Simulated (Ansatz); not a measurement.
Basis-set extrapolation for `O[SiH]1[SiH2][Al]1[SiH3]` (PBE0-D4/def2-TZVP geometry, frozen core, Ansatz). Multiplicity 1, RHF reference.

```
                       def2-TZVPP    def2-QZVPP
                 HF  -1187.699562  -1187.736182
    MP2 correlation     -0.687864     -0.740492
CCSD(T) correlation     -0.785180       not run
```

Energies in hartree. Use E(X) = E(∞) + A·exp(−7.88·√X) for Hartree–Fock and E(X) = E(∞) + B·X^(−2.97) for correlation, with X = 3 and 4, and add CCSD(T) minus MP2 of the smaller set to the MP2 limit.

Problem. What is the CCSD(T) energy at the basis-set limit?

Solution. HF limit: -1187.736182 + (-0.036620) × 0.13774 = -1187.74123. MP2 limit: -0.740492 + (-0.052628) × 0.74074 = -0.77948. Higher-order term: -0.785180 − (-0.687864) = -0.09732. Total: -1188.61803 hartree, 349.9 kJ/mol below CCSD(T)/def2-TZVPP.
